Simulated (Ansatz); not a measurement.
TeAs5⁻. Charge -1, multiplicity 1. Geometry r2SCAN-D4/def2-SVPD, basis def2-TZVPD, Ansatz.

```xyz
6

As    0.555   -1.693   -0.773
As    1.859    0.294    0.512
As   -1.615   -1.510    0.146
As    0.281    1.900   -0.341
As   -1.042   -0.068   -1.637
Te   -0.037    1.076    2.093
```

```csv
run,HOMO (eV),LUMO (eV)
A,-1.42,1.83
B,-0.83,1.22
C,-0.66,1.18
D,-1.21,1.68
E,-1.55,1.83
```

In the def2 sets Te takes a core potential; there is no spin–orbit coupling. B3LYP takes the VWN-RPA correlation. Another isomer (singlet) lies 0.02 eV lower at PBE0-D4/def2-TZVPD; other spin states weren't run for this one.

Question: The runs used B3LYP, PBE, PBE0, r2SCAN, r2SCAN0. Estimate which is which.

Answer: A PBE0 (25 % exact exchange); B r2SCAN (0 % exact exchange); C PBE (0 % exact exchange); D B3LYP (20 % exact exchange); E r2SCAN0 (25 % exact exchange). Exact exchange lowers occupied and raises empty levels; among semilocal functionals meta-GGAs tend to open the gap a little, and such runs are hard to tell apart. The gap grows from 1.85 eV (PBE) to 3.39 eV (r2SCAN0).
